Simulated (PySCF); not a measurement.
Correlation energy of Ca (calcium, neutral)

[Ar] 3d1 4s1, high-spin 3D determinant (an excited configuration). All numbers are calculated (PySCF 2.14, the spin-free X2C one-electron Hamiltonian (Gaussian nucleus), in aug-cc-pVQZ-X2C (8s7p5d3f2g, 93 functions)). Frozen: [Ar]; 2 electrons correlated.

With two correlated electrons CCSD is exact within the correlated space (frozen core and kept virtual orbitals).

| level | correlation energy (mhartree) |
| --- | --- |
| CCSD | -7.12 |

Diagnostics: T1 = 0.013, D1 = 0.0237, largest double amplitude 0.046.

Cost of the coupled-cluster step: of the order of 14 core-seconds, for 2 correlated electrons.
